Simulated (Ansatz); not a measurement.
One change: `C=[N][Al]([OH])[SiH3]` becomes `[OH][Al]([SiH3])[SnH3]`.

Ansatz, PBE0-D4/def2-TZVP geometries, multiplicity 1. Each molecule was computed in one conformer, which needn't be the lowest.

Elements past krypton have def2 core potentials.

```json
{"property": "HOMO energy (ωB97M-V/def2-TZVPP) / eV", "`C=[N][Al]([OH])[SiH3]`": "-9.03"}
{"property": "LUMO energy (PBE/def2-TZVPP) / eV", "`C=[N][Al]([OH])[SiH3]`": "-2.23"}
{"property": "HOMO energy (B3LYP/def2-TZVPP) / eV", "`C=[N][Al]([OH])[SiH3]`": "-6.53"}
{"property": "size of the dipole moment (PBE/def2-TZVPP) / D", "`C=[N][Al]([OH])[SiH3]`": "2.55"}
{"property": "HOMO–LUMO gap (PBE0/def2-TZVPP) / eV", "`C=[N][Al]([OH])[SiH3]`": "5.60"}
{"property": "HOMO energy (PBE0/def2-TZVPP) / eV", "`C=[N][Al]([OH])[SiH3]`": "-6.73"}
```

Question: Give the same properties after the change, and the shifts. (Estimate.)

Answer: The calculation gave: 
```csv
property,`[OH][Al]([SiH3])[SnH3]`,shift
HOMO energy (ωB97M-V/def2-TZVPP) / eV,-8.89,0.14
LUMO energy (PBE/def2-TZVPP) / eV,-2.58,-0.35
HOMO energy (B3LYP/def2-TZVPP) / eV,-6.84,-0.31
size of the dipole moment (PBE/def2-TZVPP) / D,1.69,-0.86
HOMO–LUMO gap (PBE0/def2-TZVPP) / eV,5.14,-0.46
HOMO energy (PBE0/def2-TZVPP) / eV,-7.02,-0.29
```

With PBE0 the HOMO falls by 0.29 eV and the LUMO falls by 0.74 eV, so the gap narrows by about 0.45 eV. PBE moves the HOMO by -0.60 eV and ωB97M-V by 0.14 eV. Dipoles are sizes alone; their direction can turn.

B3LYP here is the variant with VWN-RPA as its local correlation; programs differ in this.
